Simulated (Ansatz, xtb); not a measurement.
A geometry optimisation of B3BrHSi with r2SCAN-D4/def2-SVP

The starting geometry of this gas-phase doublet was built from a drawn formula by distance geometry and a force field; its bonds are those of `BrBB1B=[Si]1`.

```csv
atom,x (Å),y (Å),z (Å)
B,-0.7683,0.5888,-1.7179
B,-0.6767,0.5640,-0.0368
B,-0.0485,0.0083,1.4290
Br,-1.9022,2.0071,-2.5971
Si,-1.0402,1.4093,1.6938
H,-0.2025,-0.1998,-2.3334
```

Problem. Where would you expect an optimisation with r2SCAN-D4/def2-SVP to take it?

Solution. It keeps its bonds, and is `BrBB1B=[Si]1`.

The energy falls by 0.44 eV over 8 steps:

```tsv
step	E − E(last) (eV)
1	0.437
2	0.082
3	0.020
4	0.008
5	0.005
6	0.001
7	0.000
8	0.000
```

Final geometry (Å):

```xyz
6

B    -0.7455    0.5640   -1.6879
B    -0.5570    0.5004   -0.0341
B    -0.0919    0.0343    1.4059
Br   -1.8485    1.9551   -2.4124
Si   -1.1433    1.5093    1.6571
H    -0.2523   -0.1855   -2.4910
```

From the same start GFN2-xTB ends elsewhere, differing in B2–Si5 (3.36 against 2.05 Å here).

No frequencies were run, so the end isn't proven a minimum. Open shells are spin-unrestricted. Run with Ansatz 0.2.0, 97 s on 2 threads of Arm Neoverse V1, on a shared host.
